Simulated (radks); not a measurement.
Species: the neodymium ion Nd+. Configuration: [Xe] 4f4.5 6s0.5 (fractional occupations, a model configuration). All-electron calculation, scalar-relativistic Kohn-Sham, LDA (Slater exchange, Perdew-Wang correlation), spin-unpolarised, spherical densities, finite nucleus; Fermi nuclear charge, rms radius 4.9123 fm. Program: a radial shooting solver on a logarithmic mesh with Libxc functionals.

X-ray form factor f0, the Fourier transform of the density (f0(0) = 59):

sin(theta)/lambda (1/angstrom),f0 (electrons)
0.05,58.017
0.1,55.509
0.15,52.243
0.2,48.746
0.25,45.330
0.3,42.173
0.4,36.827
0.5,32.540
0.6,28.953
0.8,23.324
1,19.505
1.25,16.468
1.5,14.256
2,10.429
